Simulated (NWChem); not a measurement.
System: ZnH cation; SMILES [ZnH+]

Input file for NWChem:

```
start job
memory heap 200 mb stack 900 mb global 1100 mb
charge 1
geometry units angstroms
  Zn     0.000000     0.000000     0.062836
  H      0.000000     0.000000    -1.471302
end
basis spherical
  Zn library def2-svp
  H library def2-svp
end
dft
  xc xcamb88 1.00 lyp 0.81 vwn_5 0.19 hfexch 1.00
  cam 0.33 cam_alpha 0.19 cam_beta 0.46
  iterations 150
end
driver
  maxiter 120
end
task dft optimize
task dft freq
```

NWChem printed, in part:

```
             Northwest Computational Chemistry Package (NWChem) 7.3.0
             --------------------------------------------------------

 ORDER OF PRIMARY AXIS IS BEING SET TO 4
 C4V symmetry detected

                             Geometry "geometry" -> ""
                             -------------------------

 Output coordinates in angstroms (scale by  1.889725989 to convert to a.u.)

  No.       Tag          Charge          X              Y              Z
 ---- ---------------- ---------- -------------- -------------- --------------
    1 Zn                  30.0000     0.00000000     0.00000000     0.04948832
    2 H                    1.0000     0.00000000     0.00000000    -1.48464968

 Effective nuclear repulsion energy (a.u.)      10.3480374451

      Symmetry information
      --------------------

 Group name             C4v
 Group number             18
 Group order               8
 No. of unique centers     2

                                Z-matrix (autoz)
                                --------

 Units are Angstrom for bonds and degrees for angles

      Type          Name      I     J     K     L     M      Value
      ----------- --------  ----- ----- ----- ----- ----- ----------
    1 Stretch                  1     2                       1.53414

                           NWChem Geometry Optimization
                           ----------------------------

 maximum gradient threshold         (gmax) =   0.000450
 rms gradient threshold             (grms) =   0.000300
 maximum cartesian step threshold   (xmax) =   0.001800
 rms cartesian step threshold       (xrms) =   0.001200
 fixed trust radius                (trust) =   0.300000
 source of zmatrix                         =   autoz

          -------------------
          Energy Minimization
          -------------------

 Using diagonal initial Hessian
 Scaling for Hessian diagonals: bonds = 1.00  angles = 0.25  torsions = 0.10

          --------
          Step   0

                                 NWChem DFT Module
                                 -----------------

 Summary of "ao basis" -> "ao basis" (spherical)
 ------------------------------------------------------------------------------
       Tag                 Description            Shells   Functions and Types
 ---------------- ------------------------------  ------  ---------------------
 Zn                         def2-svp                11       31   5s3p2d1f
 H                          def2-svp                 3        5   2s1p

      Symmetry analysis of basis
      --------------------------

        a1         14
        a2          0
        b1          3
        b2          3
        e          16

            General Information
            -------------------
          SCF calculation type: DFT
          Wavefunction type:  closed shell.
          No. of atoms     :     2
          No. of electrons :    30
           Alpha electrons :    15
            Beta electrons :    15
          Charge           :     1
          Spin multiplicity:     1
          Use of symmetry is: on ; symmetry adaption is: on
          Maximum number of iterations: 150
          AO basis - number of functions:    36
                     number of shells:    14
          Convergence on energy requested:  1.00D-06
          Convergence on density requested:  1.00D-05
          Convergence on gradient requested:  5.00D-04

              XC Information
              --------------
                     Hartree-Fock (Exact) Exchange  1.000
                   CAM-Becke88 Exchange Functional  1.000
                      VWN V Correlation Functional  0.190 local
              Lee-Yang-Parr Correlation Functional  0.810

           Range-Separation Parameters
           ---------------------------
           Alpha           :  0.19
           Beta            :  0.46
           Gamma           :  0.33
           Short-Range HF  :     F

             Grid Information
             ----------------
          Grid used for XC integration:  medium
          Radial quadrature: Mura-Knowles
          Angular quadrature: Lebedev.
          Tag              B.-S. Rad. Rad. Pts. Rad. Cut. Ang. Pts.
          ---              ---------- --------- --------- ---------
          Zn                  1.35      112           7.0       590
          H                   0.35       45           8.0       434
          Grid pruning is: on
          Number of quadrature shells:   157
          Spatial weights used:  Erf1

      Superposition of Atomic Density Guess
      -------------------------------------

 Sum of atomic energies:       -1778.06075893

 Renormalizing density from      31.00 to     30

      Non-variational initial energy
      ------------------------------

 Total energy =   -1742.792325
 1-e energy   =   -2424.182499
 2-e energy   =     671.042136
 HOMO         =      -0.860959
 LUMO         =      -0.456991

      Symmetry analysis of molecular orbitals - initial
      -------------------------------------------------

 !! scf_movecs_sym_adapt:    6 vectors were symmetry contaminated

  Symmetry fudging

 !! scf_movecs_sym_adapt:    4 vectors were symmetry contaminated

  Numbering of irreducible representations:

     1 a1          2 a2          3 b1          4 b2          5 e

  Orbital symmetries:

     1 a1          2 a1          3 a1          4 e           5 e
     6 a1          7 a1          8 e           9 e          10 a1
    11 e          12 e          13 b2         14 b1         15 a1
    16 a1         17 e          18 e          19 a1         20 a1
    21 a1         22 e          23 e          24 b1         25 b2

   convergence    iter        energy       DeltaE   RMS-Dens  Diis-err
 ---------------- ----- ----------------- --------- --------- ---------
 d= 0,ls=0.0,diis     1  -1778.8928676132 -1.79D+03  7.30D-02  8.51D+00
 d= 0,ls=0.0,diis     2  -1777.3982612876  1.49D+00  5.19D-02  3.80D+01
 d= 0,ls=0.0,diis     3  -1779.4918523774 -2.09D+00  3.69D-03  8.90D-03
 d= 0,ls=0.0,diis     4  -1779.4936598270 -1.81D-03  9.00D-04  3.89D-04
 d= 0,ls=0.0,diis     5  -1779.4938337382 -1.74D-04  3.77D-04  3.60D-05
  Resetting Diis
 d= 0,ls=0.0,diis     6  -1779.4938509821 -1.72D-05  1.26D-04  9.07D-06
 d= 0,ls=0.0,diis     7  -1779.4938532153 -2.23D-06  1.25D-05  8.29D-08
 d= 0,ls=0.0,diis     8  -1779.4938532336 -1.83D-08  3.07D-06  3.03D-08

         Total DFT energy =    -1779.493853233576
      One electron energy =    -2492.917439920537
           Coulomb energy =      774.414401328795
    Exchange-Corr. energy =      -71.338852086960
 Nuclear repulsion energy =       10.348037445126

 Numeric. integr. density =       29.999992439316

                  Occupations of the irreducible representations
                  ----------------------------------------------

                     irrep           alpha         beta
                     --------     --------     --------
                     a1                7.0          7.0
                     a2                0.0          0.0
                     b1                1.0          1.0
                     b2                1.0          1.0
                     e                 6.0          6.0

                       DFT Final Molecular Orbital Analysis
                       ------------------------------------

 Vector   13  Occ=2.000000D+00  E=-8.796915D-01  Symmetry=b1
              MO Center= -1.2D-16,  9.7D-16,  5.0D-02, r^2= 2.7D-01
   Bfn.  Coefficient  Atom+Function         Bfn.  Coefficient  Atom+Function
  ----- ------------  ---------------      ----- ------------  ---------------
    19      0.842691  1 Zn d  2              24      0.312051  1 Zn d  2

 Vector   14  Occ=2.000000D+00  E=-8.796913D-01  Symmetry=b2
              MO Center= -1.1D-14,  3.4D-14,  5.0D-02, r^2= 2.7D-01
   Bfn.  Coefficient  Atom+Function         Bfn.  Coefficient  Atom+Function
  ----- ------------  ---------------      ----- ------------  ---------------
    15      0.842691  1 Zn d -2              20      0.312052  1 Zn d -2

 Vector   15  Occ=2.000000D+00  E=-6.550474D-01  Symmetry=a1
              MO Center= -6.6D-18,  1.0D-18, -8.1D-01, r^2= 1.5D+00
   Bfn.  Coefficient  Atom+Function         Bfn.  Coefficient  Atom+Function
  ----- ------------  ---------------      ----- ------------  ---------------
     4      0.688199  1 Zn s                 32      0.375000  2 H  s
     3     -0.332323  1 Zn s                 17     -0.164289  1 Zn d  0
    33      0.158341  2 H  s                 14     -0.140520  1 Zn pz
    11      0.079137  1 Zn pz                 2      0.073100  1 Zn s
    22     -0.049229  1 Zn d  0               8     -0.026183  1 Zn pz

 Vector   16  Occ=0.000000D+00  E=-3.351831D-01  Symmetry=a1
              MO Center= -4.6D-16, -6.3D-16,  2.5D-01, r^2= 2.6D+00
   Bfn.  Coefficient  Atom+Function         Bfn.  Coefficient  Atom+Function
  ----- ------------  ---------------      ----- ------------  ---------------
     4      0.732260  1 Zn s                 14      0.429993  1 Zn pz
    33     -0.381840  2 H  s                  3     -0.276925  1 Zn s
    32     -0.275615  2 H  s                  5      0.207823  1 Zn s
    11     -0.168109  1 Zn pz                17      0.093845  1 Zn d  0
     2      0.057301  1 Zn s                  8      0.054664  1 Zn pz

 Vector   17  Occ=0.000000D+00  E=-1.803659D-01  Symmetry=e
              MO Center= -4.8D-16, -3.5D-17,  4.6D-02, r^2= 2.2D+00
   Bfn.  Coefficient  Atom+Function         Bfn.  Coefficient  Atom+Function
  ----- ------------  ---------------      ----- ------------  ---------------
    12      1.028309  1 Zn px                 9     -0.278343  1 Zn px
     6      0.089118  1 Zn px                13     -0.042399  1 Zn py

 Vector   18  Occ=0.000000D+00  E=-1.803659D-01  Symmetry=e
              MO Center= -5.1D-16, -1.4D-15,  4.6D-02, r^2= 2.2D+00
   Bfn.  Coefficient  Atom+Function         Bfn.  Coefficient  Atom+Function
  ----- ------------  ---------------      ----- ------------  ---------------
    13      1.028309  1 Zn py                10     -0.278343  1 Zn py
     7      0.089118  1 Zn py                12      0.042399  1 Zn px

     Multipole analysis of the density
     ---------------------------------

[...]

      ----------------------
      Optimization converged
      ----------------------

  Step       Energy      Delta E   Gmax     Grms     Xrms     Xmax
  ---- ---------------- -------- -------- -------- -------- --------
@    2   -1779.49387825 -9.9D-09  0.00000  0.00000  0.00006  0.00011
                                     ok       ok       ok       ok

                                Z-matrix (autoz)
                                --------

 Units are Angstrom for bonds and degrees for angles

      Type          Name      I     J     K     L     M      Value     Gradient
      ----------- --------  ----- ----- ----- ----- ----- ---------- ----------
    1 Stretch                  1     2                       1.52379    0.00000

                         Geometry "geometry" -> "geometry"
                         ---------------------------------

 Output coordinates in angstroms (scale by  1.889725989 to convert to a.u.)

  No.       Tag          Charge          X              Y              Z
 ---- ---------------- ---------- -------------- -------------- --------------
    1 Zn                  30.0000     0.00000000     0.00000000     0.04431335
    2 H                    1.0000     0.00000000     0.00000000    -1.47947471

 Effective nuclear repulsion energy (a.u.)      10.4183238096

      Symmetry information
      --------------------

 Group name             C4v
 Group number             18
 Group order               8
 No. of unique centers     2

                Final and change from initial internal coordinates
                --------------------------------------------------

                                Z-matrix (autoz)
                                --------

 Units are Angstrom for bonds and degrees for angles

      Type          Name      I     J     K     L     M      Value       Change
      ----------- --------  ----- ----- ----- ----- ----- ---------- ----------
    1 Stretch                  1     2                       1.52379   -0.01035

 ==============================================================================
                                internuclear distances
 ------------------------------------------------------------------------------
       center one      |      center two      | atomic units |  angstroms
 ------------------------------------------------------------------------------
    2 H                |   1 Zn               |     2.87954  |     1.52379
 ------------------------------------------------------------------------------
                         number of included internuclear distances:          1
 ==============================================================================

[second-derivative integrals and response iterations left out]

  Vibrational analysis via the FX method

  See chapter 2 in "Molecular Vibrations" by Wilson, Decius and Cross

  Vib: Default input used

 ---------------------------- Atom information ----------------------------
     atom    #        X              Y              Z            mass
 --------------------------------------------------------------------------
    Zn       1  0.0000000D+00  0.0000000D+00  8.3740098D-02  6.3929100D+01
    H        2  0.0000000D+00  0.0000000D+00 -2.7958018D+00  1.0078250D+00
 --------------------------------------------------------------------------

[unprojected Hessian and modes left out]

        Vibrational analysis via the FX method
  --- with translations and rotations projected out ---
  --- via the Eckart algorithm                      ---
 Dependent rotation vector no.                    3
  found in ECKART; assuming linear geometry
 Projected Nuclear Hessian trans-rot subspace norm:1.3494D-79
                         (should be close to zero!)

[projected Hessian left out]

 Rotational Constants
 --------------------
 A=   0.000000 cm-1  (  0.000000 K)
 B=   7.317436 cm-1  ( 10.527923 K)
 C=   7.317436 cm-1  ( 10.527923 K)

 Temperature                      =   298.15K
 frequency scaling parameter      =   1.0000

 Linear Molecule

 Zero-Point correction to Energy  =    2.684 kcal/mol  (  0.004278 au)
 Thermal correction to Energy     =    4.165 kcal/mol  (  0.006638 au)
 Thermal correction to Enthalpy   =    4.758 kcal/mol  (  0.007582 au)

 Total Entropy                    =   47.044 cal/mol-K
   - Translational                =   38.414 cal/mol-K (mol. weight =  64.9369)
   - Rotational                   =    8.628 cal/mol-K (symmetry #  =        1)
   - Vibrational                  =    0.002 cal/mol-K

 Cv (constant volume heat capacity) =    4.985 cal/mol-K
   - Translational                  =    2.979 cal/mol-K
   - Rotational                     =    1.986 cal/mol-K
   - Vibrational                    =    0.019 cal/mol-K

[normal modes left out]

 ----------------------------------------------------------------------------
 Normal Eigenvalue ||           Projected Infra Red Intensities
  Mode   [cm**-1]  || [atomic units] [(debye/angs)**2] [(KM/mol)] [arbitrary]
 ------ ---------- || -------------- ----------------- ---------- -----------
    1        0.000 ||    0.022657           0.523        22.087       6.451
    2        0.000 ||    0.022657           0.523        22.087       6.451
    3        0.000 ||    0.015400           0.355        15.012       4.384
    4        0.000 ||    0.041097           0.948        40.064      11.701
    5        0.000 ||    0.041097           0.948        40.064      11.701
    6     1878.594 ||    0.067833           1.565        66.127      19.313
 ----------------------------------------------------------------------------
```

Level: CAM-B3LYP/def2-SVP.
